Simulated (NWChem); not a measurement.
SiHO2 cation; SMILES O=[Si]=[OH+]

```xyz
4

O      0.0009     1.5907     0.0000
Si    -0.0006     0.0879     0.0000
O      0.0023    -1.4357     0.0000
H     -0.0161    -2.4044     0.0000
```
Atoms are numbered in this order, from 1.

All runs: NWChem. Pople sets run with spherical d functions. Geometry: optimised at PBE0/def2-SVP. GIAO values for the isolated, static molecule; σ is the absolute isotropic shielding, δ = σ(reference) − σ with the isolated reference molecule computed at the same levels (1H: tetramethylsilane, 17O: water, 29Si: tetramethylsilane).

```json
[
 {"level": "B3LYP/6-311G**", "δ O1 (ppm)": "156.6", "δ Si2 (ppm)": "-96.4", "δ O3 (ppm)": "35.0", "δ H4 (ppm)": "6.81"},
 {"level": "Hartree-Fock/6-31G*", "δ O1 (ppm)": "113.3", "δ Si2 (ppm)": "-72.8", "δ O3 (ppm)": "4.7", "δ H4 (ppm)": "7.43"},
 {"level": "KT2/pcSseg-1", "δ O1 (ppm)": "148.7", "δ Si2 (ppm)": "-115.6", "δ O3 (ppm)": "33.5", "δ H4 (ppm)": "7.03"},
 {"level": "PBE0/pcSseg-1", "δ O1 (ppm)": "149.5", "δ Si2 (ppm)": "-94.6", "δ O3 (ppm)": "31.4", "δ H4 (ppm)": "7.14"}
]
```
